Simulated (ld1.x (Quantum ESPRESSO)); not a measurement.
**An all-electron radial function and its pseudo partner (Ge)**

Columns: radius, all-electron u(r) and pseudo u(r) of the 4p shell (level -7.38 eV) of germanium in the configuration [Ar] 3d10 4s2 4p1.5; PBE, scalar-relativistic, TM scheme, ld1.x (Quantum ESPRESSO) 7.5.

| r (bohr) | all-electron | pseudo |
| --- | --- | --- |
| 0.100 | 0.1575 | 0.0028 |
| 0.200 | 0.0482 | 0.0111 |
| 0.300 | -0.1372 | 0.0251 |
| 0.400 | -0.2455 | 0.0447 |
| 0.500 | -0.2607 | 0.0699 |
| 0.600 | -0.2100 | 0.1009 |
| 0.700 | -0.1230 | 0.1375 |
| 0.800 | -0.0207 | 0.1794 |
| 0.900 | 0.0839 | 0.2262 |
| 1.000 | 0.1834 | 0.2769 |
| 1.100 | 0.2738 | 0.3301 |
| 1.200 | 0.3536 | 0.3841 |
| 1.300 | 0.4223 | 0.4367 |
| 1.400 | 0.4803 | 0.4860 |
| 1.500 | 0.5282 | 0.5298 |
| 1.600 | 0.5668 | 0.5671 |
| 1.700 | 0.5969 | 0.5969 |
| 1.800 | 0.6195 | 0.6195 |
| 1.900 | 0.6353 | 0.6353 |
| 2.000 | 0.6451 | 0.6451 |
| 2.100 | 0.6496 | 0.6496 |
| 2.200 | 0.6496 | 0.6496 |
| 2.300 | 0.6457 | 0.6457 |
| 2.400 | 0.6384 | 0.6384 |
| 2.500 | 0.6282 | 0.6282 |
| 2.600 | 0.6158 | 0.6158 |

(1) How many radial nodes do the two functions have?

(2) At about which radius was the pseudo-wave matched?

(3) Where does each function peak?

(4) Is the pseudo-wave norm-conserving?

Results:

(1) The all-electron 4p function has n − l − 1 = 2; the pseudo-wave has 0, since the states of the same l below it are removed with the core.

(2) 2.00 bohr. The columns agree to 0.0005 from 1.60 bohr on; several derivatives are matched, so the curves merge somewhat inside the radius.

(3) Outermost all-electron maximum near 2.10 bohr, pseudo maximum near 2.10 bohr (to the table’s step).

(4) Yes: the TM scheme keeps the norm inside the radius equal to the all-electron one, which fixes the energy derivative of the logarithmic derivative at the level.
